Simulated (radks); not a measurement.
The numbers below are computed, except where a source is named.
Ionisation of the potassium ion K3+, [Ne] 3s2 3p4, to [Ne] 3s2 3p3 as the strength of local exchange is varied. Level of theory: scalar-relativistic Kohn-Sham, Slater X-alpha exchange (alpha = 2/3 is LDA exchange), no correlation, spin-polarised, spherical densities, point nucleus; open shells are filled with parallel spins first (a radial shooting solver on a logarithmic mesh with Libxc functionals).

alpha  E(K3+) (hartree)  exchange (hartree)  IE (eV)  -e of the level emptied (eV)  <r> of it (bohr)
0.62         -594.15139           -27.14018   57.971                   50.521 (3p)             1.315
0.667        -596.21229           -29.27659   58.826                   51.401 (3p)             1.307
0.864        -604.91114           -38.35228   62.493                   55.179 (3p)             1.274
1.002        -611.06302           -44.82618   65.138                   57.913 (3p)             1.252
1.006        -611.24205           -45.01526   65.215                   57.993 (3p)             1.251
1.021        -611.91377           -45.72502   65.507                   58.295 (3p)             1.249
1.036        -612.58607           -46.43591   65.799                   58.597 (3p)             1.247

NIST Atomic Spectra Database: 60.92 eV (semi-empirical). The Delta-SCF value meets it near alpha = 0.78. Open shells are spherical and high-spin; term and fine-structure splittings are not resolved.
